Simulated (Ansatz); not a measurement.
Geometry optimisation, RKS PBE/def2-SVP (Ansatz).

The input (input.yaml):

```yaml
crystal:
  periodic: [false, false, false]
  atoms:
    - { symbol: Sn, position_ang: [0.0, 0.0, 0.0] }
    - { symbol: H, position_ang: [1.2376, 0.0, 1.4939] }
    - { symbol: H, position_ang: [1.8209, 0.0, 0.6694] }
    - { symbol: H, position_ang: [-0.8195, 1.4198, -0.5794] }
    - { symbol: H, position_ang: [-0.8195, -1.4198, -0.5794] }
basis:
  gaussian: { orbitals: def2-SVP }
hamiltonian:
  xc: pbe
relax:
  f_tol: 0.15
  max_steps: 25
  restrain:
    - { distance: [1, 2], at: 1.86, k: 30.0 }
    - { distance: [0, 1], at: 1.74, k: 30.0 }
    - { distance: [0, 2], at: 1.74, k: 30.0 }
```

Run as:

```bash
$ ansatz run input.yaml --threads 1 --pin off --max-ram 2048MiB --backend cpu --events-out ev --progress --plain --runs-dir out
```

Problem. Where does it end, and by what steps?

Solution. The run converged. The restraints hold the end off the free minimum; the threshold counts their pulls, which the force column leaves out. Restrained pairs: H2–H3 (1.01 → 1.92 Å), Sn1–H2 (1.94 → 1.72 Å), Sn1–H3 (1.94 → 1.72 Å). After 4 steps the energy has fallen by 2.462 eV (the restraints' own energy left out); H3 moved furthest, 0.55 Å.

| step | energy less start (eV) | largest force component (eV/Å) | accepted |
| --- | --- | --- | --- |
| 0 | 0.0000 | 1.751 | yes |
| 1 | -0.8433 | 2.263 | yes |
| 2 | -1.8107 | 1.922 | yes |
| 3 | -2.4190 | 1.480 | yes |
| 4 | -2.4622 | 1.457 | yes |

```xyz
5
Properties=species:S:1:pos:R:3
Sn 0.111 0.000 0.079
H 0.726 0.000 1.688
H 1.833 0.000 0.122
H -0.625 1.451 -0.442
H -0.625 -1.451 -0.442
```

Time of the run: 2 s on 1 thread of AMD EPYC 9R45 96-Core Processor (Zen 5), with other jobs on the host, peak memory 0.11 GiB.
